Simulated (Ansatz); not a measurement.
Born–Oppenheimer molecular dynamics of AlBrFHO (5 atoms, charge 0, multiplicity 1). It starts from a relaxed structure.

Theory: RKS PBE-D4/def2-SVP in Ansatz.

| Property | Result |
| --- | --- |
| ensemble | NVT, Nosé–Hoover chain |
| time step | 0.25 fs |
| steps asked | 150 |
| set temperature | 300 K |
| thermostat | time constant 100 fs, chain length 3 (defaults) |
| seed | 494948 |

Frames 2.5 fs apart, positions in Å, forces in eV/Å.

Velocities at 2.5 fs (Å/ps):

```
O 3.57 5.65 -0.76
Al -1.22 -3.62 1.82
F -2.82 1.61 -0.27
Br 0.18 -0.46 -0.49
H 14.88 13.38 7.35
```

```xyz
5
Properties=species:S:1:pos:R:3:forces:R:3 time_fs=2.5 energy_less_start_eV=0.018 T=255
O 0.742 1.097 0.264 0.17 -1.16 -0.44
Al 0.079 -0.438 -0.170 0.11 0.93 0.28
F 1.128 -1.562 -0.785 0.20 -0.22 -0.11
Br -2.093 -0.961 0.022 -0.07 -0.02 0.02
H 0.240 1.820 0.640 -0.41 0.46 0.25
5
Properties=species:S:1:pos:R:3:forces:R:3 time_fs=5.0 energy_less_start_eV=0.044 T=186
O 0.751 1.109 0.262 -0.47 -0.75 -0.13
Al 0.076 -0.446 -0.165 0.17 1.61 0.48
F 1.122 -1.558 -0.786 0.37 -0.39 -0.19
Br -2.093 -0.962 0.021 -0.14 -0.05 0.03
H 0.269 1.860 0.662 0.08 -0.43 -0.19
5
Properties=species:S:1:pos:R:3:forces:R:3 time_fs=7.5 energy_less_start_eV=0.073 T=112
O 0.759 1.118 0.259 -0.60 -0.90 -0.12
Al 0.074 -0.450 -0.159 0.24 2.00 0.57
F 1.116 -1.556 -0.787 0.44 -0.47 -0.23
Br -2.092 -0.963 0.019 -0.19 -0.06 0.04
H 0.300 1.879 0.675 0.10 -0.58 -0.26
5
Properties=species:S:1:pos:R:3:forces:R:3 time_fs=10.0 energy_less_start_eV=0.083 T=87
O 0.764 1.123 0.255 -0.15 -1.91 -0.62
Al 0.072 -0.450 -0.151 0.37 2.07 0.53
F 1.112 -1.555 -0.790 0.41 -0.43 -0.20
Br -2.092 -0.965 0.018 -0.21 -0.06 0.06
H 0.334 1.869 0.676 -0.42 0.32 0.23
5
Properties=species:S:1:pos:R:3:forces:R:3 time_fs=12.5 energy_less_start_eV=0.068 T=124
O 0.768 1.122 0.249 -0.29 -1.50 -0.41
Al 0.071 -0.445 -0.143 0.48 1.80 0.37
F 1.109 -1.555 -0.792 0.27 -0.29 -0.11
Br -2.092 -0.966 0.017 -0.22 -0.05 0.07
H 0.347 1.872 0.687 -0.25 0.04 0.07
5
Properties=species:S:1:pos:R:3:forces:R:3 time_fs=15.0 energy_less_start_eV=0.050 T=173
O 0.771 1.115 0.241 -0.59 -0.45 0.14
Al 0.071 -0.436 -0.134 0.54 1.23 0.11
F 1.107 -1.556 -0.796 0.08 -0.08 0.02
Br -2.092 -0.967 0.016 -0.20 -0.03 0.09
H 0.346 1.875 0.700 0.17 -0.66 -0.36
5
Properties=species:S:1:pos:R:3:forces:R:3 time_fs=17.5 energy_less_start_eV=0.025 T=237
O 0.773 1.106 0.234 -0.16 -0.59 -0.05
Al 0.072 -0.425 -0.124 0.54 0.46 -0.21
F 1.105 -1.558 -0.799 -0.13 0.15 0.17
Br -2.093 -0.969 0.015 -0.15 0.00 0.10
H 0.351 1.845 0.697 -0.10 -0.03 -0.01
5
Properties=species:S:1:pos:R:3:forces:R:3 time_fs=20.0 energy_less_start_eV=0.029 T=228
O 0.774 1.095 0.227 0.30 -0.50 -0.19
Al 0.074 -0.412 -0.115 0.42 -0.44 -0.54
F 1.103 -1.559 -0.801 -0.30 0.36 0.30
Br -2.093 -0.970 0.014 -0.08 0.03 0.11
H 0.351 1.814 0.693 -0.34 0.55 0.32
5
Properties=species:S:1:pos:R:3:forces:R:3 time_fs=22.5 energy_less_start_eV=0.047 T=181
O 0.775 1.083 0.219 0.08 1.04 0.56
Al 0.077 -0.401 -0.107 0.15 -1.36 -0.84
F 1.100 -1.559 -0.803 -0.41 0.49 0.39
Br -2.094 -0.971 0.013 -0.01 0.07 0.12
H 0.335 1.808 0.703 0.19 -0.23 -0.22
5
Properties=species:S:1:pos:R:3:forces:R:3 time_fs=25.0 energy_less_start_eV=0.079 T=101
O 0.777 1.074 0.214 0.23 1.68 0.77
Al 0.081 -0.392 -0.101 -0.13 -2.06 -1.04
F 1.096 -1.557 -0.803 -0.43 0.53 0.42
Br -2.094 -0.973 0.013 0.06 0.11 0.13
H 0.327 1.792 0.703 0.28 -0.25 -0.27
5
Properties=species:S:1:pos:R:3:forces:R:3 time_fs=27.5 energy_less_start_eV=0.098 T=53
O 0.780 1.071 0.210 0.82 1.07 0.27
Al 0.084 -0.388 -0.098 -0.35 -2.32 -1.10
F 1.090 -1.554 -0.803 -0.37 0.46 0.39
Br -2.095 -0.974 0.012 0.12 0.14 0.14
H 0.333 1.766 0.690 -0.22 0.65 0.31
5
Properties=species:S:1:pos:R:3:forces:R:3 time_fs=30.0 energy_less_start_eV=0.086 T=84
O 0.786 1.072 0.208 0.57 1.34 0.48
Al 0.087 -0.389 -0.096 -0.50 -2.07 -0.99
F 1.083 -1.549 -0.800 -0.21 0.28 0.28
Br -2.095 -0.975 0.011 0.14 0.15 0.14
H 0.329 1.772 0.691 -0.01 0.31 0.08
```

Of the whole run (38 fs, mean temperature of the second half 145 K): The conserved energy stayed within 0.016 meV per atom of its start (net change 0.0086 meV per atom), so the integration is sound. The mean temperature of the second half is 52 % below the set value. A run of 0.037 ps of so small a system gives no equilibrium averages.

The run took 3.1 min on 1 CPU thread of a shared host.
